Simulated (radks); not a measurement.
Spherical quantum dot in the effective-mass picture: electrons in a hard-walled sphere of radius 5.3, with a point charge +2 (a donor) at the centre, all in effective atomic units (hartree* = m*/eps^2 hartree, bohr* = eps/m* bohr), one dielectric constant everywhere. Calculated with a radial shooting solver with Libxc functionals: non-relativistic Kohn-Sham, r2SCAN, spin-polarised, spherical densities, generalised Kohn-Sham scheme. Levels are named by radial order and angular momentum (1s, 1p, 1d, 2s, ...), and open shells are averaged over m.

N = 18, configuration 1s2 1p6 1d(up 5, down 3) 2s2. This is the lowest configuration that the search found. Occupied and some empty levels:

| level | occupation | eigenvalue (hartree*) | <r> (bohr*) |
|---|---|---|---|
| 1s up | 1 | 3.7712 | 1.685 |
| 1s down | 1 | 3.7760 | 1.560 |
| 2s up | 1 | 3.9612 | 2.970 |
| 2s down | 1 | 3.9796 | 3.085 |
| 1p up | 3 | 3.9811 | 3.719 |
| 1p down | 3 | 4.0053 | 3.709 |
| 1d up | 5 | 4.1496 | 3.836 |
| 1d down | 3 | 4.1765 | 3.830 |
| 1f up | 0 | 4.3807 | 3.931 |
| 1f down | 0 | 4.4105 | 3.928 |
| 1g up | 0 | 4.6699 | 4.012 |
| 1g down | 0 | 4.7031 | 4.010 |
| 2p up | 0 | 4.8566 | 2.631 |
| 2p down | 0 | 4.8726 | 2.614 |

Energy (hartree*): total 32.5339, kinetic 11.910, external -15.680, Hartree 42.158, exchange-correlation -5.8547.

Electron density:

| r (bohr*) | n(r) (e/bohr*^3) |
|---|---|
| 0.145 | 2.101 |
| 0.409 | 0.7690 |
| 0.674 | 0.2994 |
| 0.938 | 0.1237 |
| 1.20 | 0.05464 |
| 1.47 | 0.02722 |
| 1.73 | 0.01734 |
| 1.99 | 0.01560 |
| 2.26 | 0.01819 |
| 2.52 | 0.02343 |
| 2.79 | 0.03028 |
| 3.05 | 0.03788 |
| 3.31 | 0.04485 |
| 3.58 | 0.04944 |
| 3.84 | 0.04985 |
| 4.11 | 0.04472 |
| 4.37 | 0.03415 |
| 4.63 | 0.02052 |
| 4.90 | 0.008091 |
| 5.16 | 0.0009490 |
